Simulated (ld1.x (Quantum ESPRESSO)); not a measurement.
**Configuration tests for phosphorus (TM semilocal)**

phosphorus (P), norm-conserving Troullier–Martins (semilocal form), made with ld1.x (Quantum ESPRESSO) 7.5 (PBEsol, scalar-relativistic). Core [Ne], reference 3s1.75 3p3.25. Waves: 3p (bound): rc 1.75 bohr; 3d channel at 0.3 Ry: rc 1.90 bohr; 3s (bound): rc 1.10 bohr. Local part: the s channel. Core correction: Bessel-smoothed model core inside 0.90 bohr.

Energies are relative to the spin-unpolarised reference configuration 3s1.75 3p3.25; without spin polarisation the order of configurations can differ from experiment. The frozen-core shift is the all-electron ΔE with the core orbitals held at their reference shape minus the fully relaxed ΔE.

| valence configuration | charge | ΔE all-electron (eV) | error AE − PS (meV) | frozen-core shift (meV) |
| --- | --- | --- | --- | --- |
| 3s2 3p3 | 0 | -2.114 | -0.3 | 0.0 |
| 3s2 3p2 | +1 | 7.584 | +1.8 | +0.9 |
| 3s0 3p5 | 0 | 15.038 | -21 | +1.8 |
| 3s1 3p0 | +4 | 108.314 | +220 | +146 |
| 3s1 3p4 | 0 | 6.395 | -3.4 | +0.4 |
| 3s2 3p3.3 | -0.3 | -3.413 | +0.2 | 0.0 |

(1) What are ΔE and the potential's error for 3s2 3p1?

Levels in the configuration 3s2 3p2:

```
level  all-electron (eV)  pseudo (eV)
   3s            -23.228      -23.211
   3p            -14.181      -14.171
```

## Answers

(1) ΔE = 26.696 eV all-electron; the error (AE − PS) is +25 meV.
